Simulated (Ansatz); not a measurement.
`C[O][W](=[O])(=[O])[F]` and `C[O][W](=[O])(=[O])[N](C)C` differ in one atom or group.

Ansatz, PBE0-D4/def2-TZVP geometries, multiplicity 1. Each molecule was computed in one conformer, which needn't be the lowest.

Elements past krypton have def2 core potentials.

```tsv
property	`C[O][W](=[O])(=[O])[F]`
HOMO energy (PBE0/def2-TZVPP) / eV	-9.07
HOMO energy (B3LYP/def2-TZVPP) / eV	-8.81
HOMO–LUMO gap (PBE/def2-TZVPP) / eV	4.90
size of the dipole moment (PBE/def2-TZVPP) / D	3.96
HOMO energy (PBE/def2-TZVPP) / eV	-7.44
LUMO energy (PBE0/def2-TZVPP) / eV	-1.76
```

Task: Give the same properties after the change, and the shifts. (An estimate is asked.)

Result: Computed: 
```json
{"property": "HOMO energy (PBE0/def2-TZVPP) / eV", "`C[O][W](=[O])(=[O])[N](C)C`": "-7.33", "shift": "1.74"}
{"property": "HOMO energy (B3LYP/def2-TZVPP) / eV", "`C[O][W](=[O])(=[O])[N](C)C`": "-7.13", "shift": "1.68"}
{"property": "HOMO–LUMO gap (PBE/def2-TZVPP) / eV", "`C[O][W](=[O])(=[O])[N](C)C`": "4.27", "shift": "-0.63"}
{"property": "size of the dipole moment (PBE/def2-TZVPP) / D", "`C[O][W](=[O])(=[O])[N](C)C`": "3.87", "shift": "-0.09"}
{"property": "HOMO energy (PBE/def2-TZVPP) / eV", "`C[O][W](=[O])(=[O])[N](C)C`": "-6.01", "shift": "1.43"}
{"property": "LUMO energy (PBE0/def2-TZVPP) / eV", "`C[O][W](=[O])(=[O])[N](C)C`": "-0.95", "shift": "0.81"}
```

With PBE0 the HOMO rises by 1.74 eV and the LUMO rises by 0.81 eV, so the gap narrows by about 0.93 eV. PBE moves the HOMO by 1.43 eV and ωB97M-V by 1.85 eV. Dipoles are sizes alone; their direction can turn.

B3LYP here is the variant with VWN-RPA as its local correlation; programs differ in this.
